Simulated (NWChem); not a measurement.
System: Si$_{2}$H$_{4}$OCl$_{2}$; SMILES O[Si@@H](Cl)[SiH2]Cl

Here is an NWChem input.

```
start job
memory heap 200 mb stack 900 mb global 1100 mb
geometry units angstroms noautosym nocenter noautoz
  O      1.688086     0.974923    -0.627782
  Si     0.358908     0.863411     0.354848
  Cl    -0.909349     2.512952     0.111779
  Si    -0.835466    -1.038324    -0.317075
  Cl     0.244869    -2.764423     0.147551
  H      2.349093     1.652404    -0.420883
  H      0.735545     0.872438     1.792606
  H     -2.127709    -1.103810     0.410602
  H     -1.086012    -1.020465    -1.779278
end
basis spherical
  O library def2-svp
  Si library def2-svp
  Cl library def2-svp
  H library def2-svp
end
dft
  xc b3lyp
  iterations 150
  mulliken
end
task dft energy
esp
  recalculate
  probe 0.07
  range 0.3
  factor 1.0
  spacing 0.02
end
task esp
```

The geometry was optimised at B3LYP/6-31G* (spherical d).

Atomic charges in e: unrestrained fits to the electrostatic potential beside Mulliken populations; buried atoms are poorly determined by the fit.

Atoms are numbered as in the input.

Q: Predict the main results of this run. (B3LYP/def2-SVP.) Quantities: ESP O1; Mulliken O1; ESP Si2; Mulliken Si2; ESP Cl3; Mulliken Cl3; ESP Si4; Mulliken Si4; ESP Cl5; Mulliken Cl5; relative RMS misfit of the potential (%).

A: 
```yaml
ESP O1: -0.63
Mulliken O1: -0.38
ESP Si2: 0.60
Mulliken Si2: 0.57
ESP Cl3: -0.25
Mulliken Cl3: -0.28
ESP Si4: 0.35
Mulliken Si4: 0.38
ESP Cl5: -0.20
Mulliken Cl5: -0.26
relative RMS misfit of the potential (%): 30
```
